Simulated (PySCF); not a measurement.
## Excitation energy of Cl(2+) by level of theory

Cl(2+) [Ne] 3s2 3p3 (4S) → Cl(2+) [Ne] 3s1 3p4 (4P), as a difference of total energies. All numbers are calculated (PySCF 2.14, scalar relativity by spin-free X2C-1e, in aug-cc-pCVTZ-DK with one added diffuse shell each of s, p, d, f type (9s8p6d4f, 91 functions)). Correlated levels: valence: [Ne] frozen. The calculations carry no spin-orbit coupling.

```csv
method,excitation energy (eV)
UHF,13.025
MP2 (valence),12.975
SCS-MP2 (valence),12.967
CCSD (valence),12.408
CCSD(T) (valence),12.291
```

Problem. How much does correlation contribute at CCSD(T) (valence)?

Solution. 12.291 − (13.025) = -0.734 eV, measured against UHF.

A first-order spin-orbit estimate (lowest level to lowest level, LS coupling) adds -0.047 eV.

The coupled-cluster amplitudes are large for the upper state (T1 above 0.03 or a double amplitude above 0.15), so a single reference is strained.
